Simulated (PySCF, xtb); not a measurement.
B(OH)(SeH)2 (BH₃OSe₂), SMILES OB([SeH])[SeH].

GFN2-xTB (xtb 6.7.1) at its own geometry gives an orbital gap of 4.44 eV and a dipole moment of 3.74 D.

Geometry optimised at PBE0-D3(BJ)/def2-SVP. This is a generated structure with no PubChem entry under its InChIKey; it may be hypothetical. One conformer was computed; it need not be the lowest.

Task: What does CAM-B3LYP/def2-TZVP (PySCF) give? (Estimate from the structure and the level; the computed values follow.)

Result: gap 8.68 eV (levels -8.23 and 0.46 eV), dipole 2.10 D.
